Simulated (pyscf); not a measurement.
**HAs=SiH–AsH₂, singlet**

Gas-phase minimum from PySCF at ωB97X-D3(BJ)/def2-SVP, one conformer. HAs=SiH–AsH₂ lies 20.2 kcal/mol over its isomer cyclic H₄As₂Si (SMILES [SiH2]1[AsH][AsH]1), and others may lie lower still (electronic energy, ωB97M-D3(BJ)). 

SMILES: [AsH]=[SiH][AsH2]
```xyz
7

As    -0.1384     1.3994     0.4855
Si     0.3780    -0.6836     0.6583
As    -1.0982    -2.3212     1.4251
H      1.3015     1.7079     0.0924
H      1.7365    -1.2500     0.4224
H     -1.0800    -3.0603     0.0965
H     -2.3077    -1.4831     1.0547
```
Charge 0, spin multiplicity 1.

Bonded distances (Å): As1–Si2 2.153, As1–H4 1.524, Si2–As3 2.334, Si2–H5 1.491, As3–H6 1.520, As3–H7 1.517. Angles (°): Si2–As1–H4 89.4, As1–Si2–As3 123.6, As1–Si2–H5 125.0, As3–Si2–H5 111.2, Si2–As3–H6 92.7, Si2–As3–H7 92.1, H6–As3–H7 93.7.

Properties at ωB97X-D3(BJ)/def2-SVP:

```
Quantity                                                                                                                                                                                            Value
---------------------------------------------------------------------------------------------------------------------  ----------------------------------------------------------------------------------
Harmonic wavenumbers, unscaled                                                                                         94, 115, 308, 341, 543, 557, 576, 612, 685, 808, 1005, 2240, 2251, 2259, 2282 cm⁻¹
Zero-point energy                                                                                                                                                                           21.0 kcal/mol
Rotational symmetry number                                                                                                                                                                              1
Entropy of this conformer at 298 K and 1 atm, rigid rotor and harmonic oscillator, modes under 100 cm⁻¹ raised to 100                                                                     340.3 J/(mol K)
Dipole moment                                                                                                                                                                                      1.56 D
```

Single-point totals, which compare only within one level (frozen core for MP2 and CC):

```
level                   total energy (hartree)
----------------------  ----------------------
ωB97X-D3(BJ)/def2-TZVP             -4763.55456
PBE/def2-TZVP                      -4762.81923
r²SCAN/def2-TZVP                   -4763.59845
B3LYP-D3(BJ)/def2-TZVP             -4763.76447
PBE0-D3(BJ)/def2-TZVP              -4762.98239
M06-2X/def2-TZVP                   -4763.63080
ωB97M-D3(BJ)/def2-TZVP             -4763.70993
HF/def2-TZVPP                      -4759.64886
MP2/def2-TZVPP                     -4760.30618
CCSD/def2-TZVPP                    -4760.33378
CCSD(T)/def2-TZVPP                 -4760.36431
```

Soft torsions are taken as harmonic, which can shift the entropy by several J/(mol K). The CCSD(T) − MP2 part came from Ansatz, without density fitting, on the same reference. The frozen core leaves the outer d or s,p core shells of the metals and heavy elements correlated in the MP2 and CC values, and def2-TZVPP describes them poorly, so these totals are far from the basis limit. Elements up to Kr have no core potential and no relativistic terms here.
